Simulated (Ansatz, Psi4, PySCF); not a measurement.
H2Ge, triplet, geometry from GFN2-xTB (the spin is typed, not shown lowest). Base run: PySCF with REVPBE/aug-cc-pVDZ.

The PySCF input:
```python
from pyscf import gto, scf, dft

mol = gto.M(
    atom='''
Ge    0.00156420    0.00038405    0.05289050
H    -0.06808960   -1.28693347   -0.83567441
H     0.01803519    1.27464401   -0.85682148
''',
    basis='aug-cc-pvdz',
    spin=2,
    verbose=4,
)

mf = dft.UKS(mol)
mf.xc = 'revpbe'
mf.kernel()
```

The same geometry, method and basis name were run in Ansatz (an electronic-structure program) and Psi4 and PySCF, at each program's defaults and at the settings that a row names. The base is PySCF at its defaults. Differences at the defaults can come from grids, fitting, cores and function types together.

```
code and settings                                                                             ΔE vs base (µEh)  basis functions       E (Eh)  SCF cycles  dipole (D)
--------------------------------------------------------------------------------------------  ----------------  ---------------  -----------  ----------  ----------
PySCF, defaults (exact integrals, its default grid, spherical functions)                                   0.0               54  -2077.91698           8        0.19
Psi4, defaults (density fitting with its default set, its default grid, spherical functions)             -20.8               54  -2077.91700           8        0.19
Ansatz, defaults (factorised integrals, its default grid, spherical functions)                             0.1               54  -2077.91698           -           -
PySCF, density fitting with def2-universal-jkfit                                                         -60.1               54  -2077.91704           8        0.19
PySCF, fine grid                                                                                           0.5               54  -2077.91698           8        0.19
Psi4, exact integrals, spherical functions, fine grid                                                      0.2               54  -2077.91698          10        0.19
Ansatz, high accuracy                                                                                      0.5               54  -2077.91698           -           -
```

Open shells are given as the SCF converged; they aren't shown to be the lowest states, and a large step between rows can be another state.
